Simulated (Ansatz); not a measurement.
PbBr2. Total charge 0; singlet. Geometry B3LYP-D4/def2-TZVP; atoms count from 1.

Cartesian coordinates in Å:
```
Pb -1.0239 -0.4513 -0.0233
Br 0.2060 0.8207 1.9292
Br 0.8179 -0.3695 -1.9059
```

In the def2 sets Pb takes a core potential; there is no spin–orbit coupling. The structure comes from a short search, and lower isomers may exist.

**Question.** Estimate the Mulliken populations from the PBE0/def2-TZVP orbitals of Ansatz.

**Answer.** 
```csv
atom,charge (e)
Pb1,0.79
Br2,-0.40
Br3,-0.40
```
Mulliken values and Mayer orders depend strongly on the basis.

**Question.** And the Mayer bond orders between bonded heavy atoms (over 0.3)?

**Answer.** Pb1–Br2 0.99 (2.63 Å); Pb1–Br3 0.99 (2.63 Å).
